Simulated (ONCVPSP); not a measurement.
## Reading a pseudo-wave (Tc)

Columns: radius, all-electron u(r) and pseudo u(r) of the 4s shell (level -89.54 eV) of technetium in the configuration [Ar] 3d10 4s2 4p6 4d5; PBEsol, scalar-relativistic, ONCV scheme, ONCVPSP 4.0.1.

| r (bohr) | all-electron | pseudo |
| --- | --- | --- |
| 0.110 | 0.3868 | 0.0747 |
| 0.220 | -0.3288 | 0.1733 |
| 0.330 | -0.6096 | 0.3093 |
| 0.440 | -0.2680 | 0.4805 |
| 0.550 | 0.2567 | 0.6686 |
| 0.660 | 0.7011 | 0.8460 |
| 0.770 | 0.9842 | 0.9846 |
| 0.880 | 1.1135 | 1.0647 |
| 0.990 | 1.1268 | 1.0797 |
| 1.100 | 1.0653 | 1.0362 |
| 1.210 | 0.9625 | 0.9496 |
| 1.320 | 0.8423 | 0.8385 |
| 1.430 | 0.7203 | 0.7197 |
| 1.540 | 0.6053 | 0.6053 |
| 1.650 | 0.5018 | 0.5018 |
| 1.760 | 0.4116 | 0.4116 |
| 1.870 | 0.3347 | 0.3347 |
| 1.980 | 0.2703 | 0.2703 |
| 2.090 | 0.2170 | 0.2170 |
| 2.200 | 0.1734 | 0.1734 |
| 2.310 | 0.1379 | 0.1379 |
| 2.420 | 0.1093 | 0.1093 |
| 2.530 | 0.0864 | 0.0864 |
| 2.640 | 0.0680 | 0.0680 |
| 2.750 | 0.0535 | 0.0535 |
| 2.860 | 0.0419 | 0.0419 |

(1) How many radial nodes do the two functions have?

(2) At about which radius was the pseudo-wave matched?

(3) Is the pseudo-wave norm-conserving?

## Answers

(1) The all-electron 4s function has n − l − 1 = 3 (the table is too coarse to show those close to the nucleus); the pseudo-wave has 0, since the states of the same l below it are removed with the core.

(2) 1.60 bohr, where the columns begin to agree (steps of 0.11 bohr).

(3) Yes: the ONCV scheme keeps the norm inside the radius equal to the all-electron one, which fixes the energy derivative of the logarithmic derivative at the level.
